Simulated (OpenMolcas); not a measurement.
## OpenMolcas run: Pt4+

Pt4+ among 3 point charges of -1.5 e arranged as a planar triangle (D3h), 1.94 Å from the ion.

Input:

```
&GATEWAY
Coord
1

Pt 0.0 0.0 0.0
Basis=ANO-RCC-VDZP
Group=NoSym
NoMove
AngMom=0.0 0.0 0.0
AMFI
XField
3 Angstrom 0
1.940000 0.000000 0.000000 -1.500000
-0.970000 1.680089 0.000000 -1.500000
-0.970000 -1.680089 0.000000 -1.500000
&SEWARD
&RASSCF
FileOrb=start.orb
Symmetry=1
Spin=5
nActEl=6 0 0
Inactive=34
Ras2=5
CIRoot=5 5 1
SDav=5
CIMx=300
Iter=120 100
PrWF=0.3
OrbListing=Nothing
MaxOrb=0
>>> COPY $Project.JobIph JOB001
&RASSCF
FileOrb=start.orb
Symmetry=1
Spin=3
nActEl=6 0 0
Inactive=34
Ras2=5
CIRoot=45 45 1
SDav=45
CIMx=300
Iter=120 100
PrWF=0.3
OrbListing=Nothing
MaxOrb=0
>>> COPY $Project.JobIph JOB002
&RASSCF
FileOrb=start.orb
Symmetry=1
Spin=1
nActEl=6 0 0
Inactive=34
Ras2=5
CIRoot=50 50 1
SDav=50
CIMx=300
Iter=120 100
PrWF=0.3
OrbListing=Nothing
MaxOrb=0
>>> COPY $Project.JobIph JOB003
&RASSI
NrOfJobIphs=3 5 45 50
1 2 3 4 5
1 2 3 4 5 6 7 8 9 10 11 12 13 14 15 16 17 18 19 20 21 22 23 24 25 26 27
28 29 30 31 32 33 34 35 36 37 38 39 40 41 42 43 44 45
1 2 3 4 5 6 7 8 9 10 11 12 13 14 15 16 17 18 19 20 21 22 23 24 25 26 27
28 29 30 31 32 33 34 35 36 37 38 39 40 41 42 43 44 45 46 47 48 49 50
IphNames
JOB001
JOB002
JOB003
EJob
SpinOrbit
DIPRint=1.0
SOCoupling=1000.0
Subsets=2
Property=9
'ANGMOM' 1 'ANGMOM' 2 'ANGMOM' 3 'MLTPL  1' 1 'MLTPL  1' 2 'MLTPL  1' 3
'AMFI' 1 'AMFI' 2 'AMFI' 3
SOProperty=3
'ANGMOM' 1 'ANGMOM' 2 'ANGMOM' 3
```

Launched by
```bash
OMP_NUM_THREADS=1 MOLCAS_MEM=1689 MOLCAS_PROJECT=a pymolcas a.inp > a.log  # once for each step of the input, in one work folder
```

A driver script runs the steps one by one and writes start.orb anew before each from the orbitals found so far.

Output, cut to the results:

```
--- SEWARD ---
Basis set label: PT.ANO-RCC...7S6P4D2F.

      Electronic valence basis set:
      ------------------
      Associated Effective Charge  78.000000 au
      Associated Actual Charge     78.000000 au
      Nuclear Model: Point charge

      Shell  nPrim  nBasis  Cartesian Spherical Contaminant
         s      24       7        X
         p      21       6        X
         d      15       4                 X
         f      11       2                 X
                  Relativistic Douglas-Kroll-Hess integrals:
                    - DKH order of Hamiltonian: 2
                    - DKH order of Properties : 0
                  Atomic mean-field integrals
--- RASSCF ---
Wave function specifications:
      -----------------------------

      Number of closed shell electrons          68
      Number of electrons in active shells       6
      Max number of holes in RAS1 space          0
      Max nr of electrons in RAS3 space          0
      Number of inactive orbitals               34
      Number of active orbitals                  5
      Number of secondary orbitals              20
      Spin quantum number                      2.0
      State symmetry                             1
Orbital specifications:
      -----------------------

      Symmetry species                           1
                                                 a
      Frozen orbitals                            0
      Inactive orbitals                         34
      Active orbitals                            5
      RAS1 orbitals                              0
      RAS2 orbitals                              5
      RAS3 orbitals                              0
      Secondary orbitals                        20
      Deleted orbitals                           0
      Number of basis functions                 59
      Number of CSFs                             5
      Number of root(s) required                 5
      Iter CI   SX   CI       RASSCF       Energy    max ROT     max BLB   max BLB  Level Ln srch  Step   QN
          iter iter root      energy       change     param      element    value   shift minimum  type update
 Nr of preliminary CI iterations:   1
      Total energies have been shifted. Add               -18000.00 au
        1   1    8    0  -396.83183222    0.00E+00   1.91E-01*  35  48 1  4.84E-01*  0.00   0.00    SX    NO
        2   1    8    0  -397.25771833   -4.26E-01* -5.41E-02   34  47 1  1.76E-01*  0.00   0.00    SX    NO
        3   1    7    0  -397.28114515   -2.34E-02*  1.82E-02   27  56 1  5.55E-02*  0.00   0.00    SX    NO
        4   1    7    0  -397.28457266   -3.43E-03*  9.36E-03   34  47 1  2.81E-02*  0.00   0.00    SX    NO
        5   1    7    0  -397.28536885   -7.96E-04*  3.02E-03   33  46 1 -1.34E-02*  0.00   0.67    QN   YES
        6   1    5    0  -397.28564220   -2.73E-04* -3.47E-04   27  56 1  3.19E-04*  0.00   1.02    QN   YES
        7   1    4    0  -397.28564252   -3.16E-07*  1.20E-04   37  40 1 -6.44E-05   0.00   1.19    QN   YES
        8   1    4    0  -397.28564253   -1.48E-08*  7.84E-06   24  53 1 -6.93E-06   0.00   1.06    QN   YES
        9   1    2    0  -397.28564254   -1.27E-10   2.02E-07   24  53 1 -5.97E-07   0.00   1.04    QN   YES
      Convergence after  9 iterations
       10   1    2    0  -397.28564254    2.18E-11   2.02E-07   33  48 1  6.36E-08   0.00   1.04    QN   YES
      Natural orbitals and occupation numbers for root  1
      sym 1:   1.000000   1.000000   2.000000   1.000000   1.000000
      Natural orbitals and occupation numbers for root  2
      sym 1:   1.000000   1.000000   1.000000   2.000000   1.000000
      Natural orbitals and occupation numbers for root  3
      sym 1:   1.000000   2.000000   1.000000   1.000000   1.000000
::    RASSCF root number  1 Total energy: -18397.31240197
::    RASSCF root number  2 Total energy: -18397.30245053
::    RASSCF root number  3 Total energy: -18397.30245053
::    RASSCF root number  4 Total energy: -18397.25545482
::    RASSCF root number  5 Total energy: -18397.25545482
--- RASSCF ---
Wave function specifications:
      -----------------------------

      Number of closed shell electrons          68
      Number of electrons in active shells       6
      Max number of holes in RAS1 space          0
      Max nr of electrons in RAS3 space          0
      Number of inactive orbitals               34
      Number of active orbitals                  5
      Number of secondary orbitals              20
...
--- RASSI ---
SPIN-FREE ENERGIES:
  (Shifted by EMIN (a.u.) =     -18397.3124019708)

 SF State       Relative EMIN(au)   Rel lowest level(eV)    D:o, cm**(-1)      L_eff

     1             0.0000000000        0.0000000000              0.0000         2.0
     2             0.0099514364        0.2707923783           2184.0878         2.0
     3             0.0099514376        0.2707924121           2184.0881         2.0
     4             0.0569471492        1.5496108733          12498.4546         2.0
     5             0.0569471559        1.5496110537          12498.4560         2.0
     6             0.0849267661        2.3109750337          18639.2707         3.9
     7             0.0849267717        2.3109751878          18639.2719         3.9
     8             0.0870063686        2.3675639022          19095.6907         4.5
     9             0.0870541769        2.3688648319          19106.1834         4.5
    10             0.0940498139        2.5592258113          20641.5482         4.8
    11             0.0940498139        2.5592258113          20641.5482         4.8
    12             0.0946627976        2.5759059492          20776.0826         5.0
    13             0.0946627976        2.5759059492          20776.0826         5.0
    14             0.0955557408        2.6002041705          20972.0610         3.5
    15             0.0955557408        2.6002041705          20972.0610         3.5
    16             0.1052396350        2.8637163550          23097.4301         3.8
    17             0.1061404639        2.8882291586          23295.1392         4.1
    18             0.1061404639        2.8882291586          23295.1392         4.1
    19             0.1067579327        2.9050313410          23430.6579         3.8
    20             0.1067579327        2.9050313410          23430.6579         3.8
    21             0.1128430906        3.0706169239          24766.1957         1.8
...
```

Spin-orbit levels above the lowest (labels of D3, the rotations of D3h):

```
E (cm-1)  Degeneracy  Label      2S+1                g
     0.0           1     A1  5 (78 %)                 
   383.4           2      E  5 (79 %)   0.00 0.00 3.14
    1564           2      E  5 (80 %)   0.00 0.00 6.29
    3907           1     A1  5 (83 %)                 
    3908           1     A2  5 (83 %)                 
    7329           2      E  5 (70 %)   0.00 0.00 6.86
    9242           2      E  5 (82 %)   0.00 0.00 3.79
    9994           1     A2         5                 
   10266           1     A1  5 (69 %)                 
   10824           2      E  5 (75 %)  0.00 0.00 11.37
   11293           2      E  5 (77 %)   0.00 0.00 4.10
   16089           1     A1  5 (77 %)                 
   16091           1     A2  5 (77 %)                 
   16569           2      E  5 (67 %)   0.00 0.00 4.43
   17779           2      E  3 (57 %)   0.00 0.00 1.33
   17900           1     A1  3 (60 %)                 
   18821           2      E  3 (74 %)   0.00 0.00 3.34
   19421           2      E  5 (50 %)   0.00 0.00 0.88
   21081           1     A1  5 (55 %)                 
   21348           1     A2  3 (81 %)
```

Spin-orbit coupling mixes the spin-free states strongly: the lowest level takes only 53 % from its leading state, 5A1. Without dynamic correlation the repulsion within the d shell is too large (B by tens of per cent), so at a given field states of lower spin stand too high. Point charges give a weaker field than real ligands, and real ions of this kind are as a rule low spin; the high spin found here belongs to the model. This is an electrostatic model: the charges have no orbitals. No measured value stands beside these numbers.

The RASSCF and RASSI steps took 74 s on 1 thread of AMD EPYC 7B13 (Zen 3), with other jobs on the host; the integral step is not counted.

With an even number of electrons the g values are those of a degenerate or nearly degenerate non-Kramers pair.
